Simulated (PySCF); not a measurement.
boric acid (BH3O3), SMILES OB(O)O. Atoms are numbered in the order given.

```xyz
7

O     -0.6435    -1.2345     0.0000
B     -0.0309    -0.0083     0.0000
O      1.3550     0.0337     0.0000
O     -0.8623     1.0903     0.0000
H      0.0236    -1.9421     0.0000
H      1.7308     0.9288     0.0000
H     -0.3929     1.9391     0.0000
```
Charge 0, spin multiplicity 1.

Coordinates come from a PBE-D3(BJ)/def2-SVP optimisation. The values are those of a single conformer.

Calculation: PBE-D3(BJ)/def2-SVP (PySCF 2.14.0).

Harmonic, unscaled wavenumbers; measured fundamentals usually lie a few per cent lower.

| mode | ν (cm⁻¹) | IR (km/mol) | moving atoms (share of kinetic energy) |
|---|---|---|---|
| 1 | 259 | 8.0 | H 93 % |
| 2 | 434 | 30.5 | O 68 %, H 24 %, B 8 % |
| 3 | 444 | 2.4 | O 73 %, H 18 %, B 9 % |
| 4 | 449 | 192.9 | H 86 %, O 14 % |
| 5 | 497 | 105.5 | H 92 % |
| 6 | 646 | 63.0 | B 79 %, O 19 % |
| 7 | 862 | 3.4 | O 94 % |
| 8 | 909 | 197.9 | H 91 %, O 9 % |
| 9 | 989 | 188.3 | H 66 %, O 32 % |
| 10 | 1009 | 14.5 | H 78 %, O 20 % |
| 11 | 1411 | 398.9 | B 71 %, O 24 % |
| 12 | 1468 | 292.2 | B 73 %, O 18 %, H 9 % |
| 13 | 3772 | 61.5 | H 94 % |
| 14 | 3778 | 30.9 | H 94 % |
| 15 | 3798 | 55.0 | H 94 % |
